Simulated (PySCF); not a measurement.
SMILES [O]([Al]([O]C)[SH])C (C2H7AlO2S) at its B3LYP/def2-SVP optimised geometry (Å):

```
13

Al    -0.2315    -0.0708     0.0000
O      1.4577    -0.0708     0.0000
C      2.5318     0.8244    -0.0003
H      3.1692     0.6654     0.8889
H      3.1662     0.6685    -0.8922
H      2.2088     1.8823     0.0020
O     -1.0901     1.3821     0.0000
C     -2.3643     1.9494    -0.0030
H     -3.1692     1.2011     0.1286
H     -2.4605     2.6892     0.8126
H     -2.5555     2.4804    -0.9539
S     -1.2439    -2.0078     0.0039
H     -0.0737    -2.6892     0.0151
```

Level of theory: B3LYP/def2-TZVP (PySCF 2.14.0).

Map of the electron localisation function on the plane z = 1.0 Å:

```
|0000000000000000000000000000000|
|0000000000000000000000000000000|
|0000000000000000000000000000000|
|0000000000000000000000000000000|
|0000001466300000000000000000000|
|0000017999820000000000000000000|
|0000049999940000000000000000000|
|0000049999930000000033200000000|
|0000017999810010000267410000000|
|0000003899401342000377410000000|
|0000012465114652000155311110000|
|0001466531146752000023467862000|
|0002798730157751000013799996000|
|0002799710146630123113999997100|
|0000476200023200256411799997000|
|0000000000001000267630289994000|
|0000000000012200156751016751000|
|0000000001357751125651000100000|
|0000000024678873001341000000000|
|0000000247888863000110000000000|
|0000000368998753100000000000000|
|0000001478998753200000000000000|
|0000000368888655420000000000000|
|0000000257776445530000000000000|
|0000000135553224420000000000000|
|0000000012221011100000000000000|
|0000000000000000000000000000000|
|0000000000000000000000000000000|
|0000000000000000000000000000000|
|0000000000000000000000000000000|
|0000000000000000000000000000000|
```
Scale: ten equal steps from 0.000 (start of '0') to 1.000 (end of '9'), in the order '0123456789'; x runs from -5.50 to 5.50, y from -5.50 (bottom) to 5.50 (top).
